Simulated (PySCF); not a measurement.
**Dipole response of Cr+ (chromium, charge +1)**

[Ar] 3d4 4s1, high-spin 6D determinant (an excited configuration). All numbers are calculated (PySCF 2.14, the spin-free X2C one-electron Hamiltonian (Gaussian nucleus), in aug-cc-pVQZ-DK (9s8p6d4f3g2h, 140 functions)). Coupled (time-dependent) response in atomic units; α is the mean over directions.

| method | mean α (bohr³) | α xx, yy, zz | C₆ (like pair) | S(−4) |
| --- | --- | --- | --- | --- |
| PBE | 32.13 | 32.40, 32.40, 31.58 | 178.4 | 812.1 |

S(−4) is the Cauchy moment in α(ω) = α(0) + S(−4) ω² + …

α(iu) at PBE:

| u (hartree) | α(iu) (bohr³) |
| --- | --- |
| 0 | 32.13 |
| 0.0500 | 30.24 |
| 0.100 | 25.85 |
| 0.200 | 17.06 |
| 0.300 | 11.61 |
| 0.500 | 6.607 |
| 0.750 | 4.183 |
| 1.00 | 3.031 |
| 1.50 | 1.903 |
| 2.00 | 1.336 |
| 3.00 | 0.7749 |
| 5.00 | 0.3603 |

A single London oscillator, α(iu) = α/(1 + u²/ω²), gives C₆ = (3/4) ω α². Matching the computed C₆ needs ω = 4 × 178.4 / (3 × 32.13²) = 0.230 hartree.

For an ion, C₆ is the dispersion term alone; charge-induced terms of lower order in 1/R come first.

The components differ because the open shell of this determinant is not spherical; for a pure term their mean is the scalar polarisability.
